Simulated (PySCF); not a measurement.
Candidates: AlF₂, AlCl₂, AlBr₂. Level: PBE0 in the def2-TZVP basis family, all electrons, no relativity, computed in PySCF with density fitting; open shells unrestricted.

One of them gave a doublet of C2v symmetry with wavenumbers 96, 342, 465 cm⁻¹.

Problem. Which molecule is it?
A. AlF₂
B. AlBr₂
C. AlCl₂

Solution. B. That is AlBr₂, with Al–Br 2.267 Å (×2). The others give AlF₂ 1.647 Å and 903 cm⁻¹ for the highest mode; AlCl₂ 2.102 Å and 574 cm⁻¹ for the highest mode.

Each species is the lowest minimum found with this bonding; other isomers or fragments can lie lower.
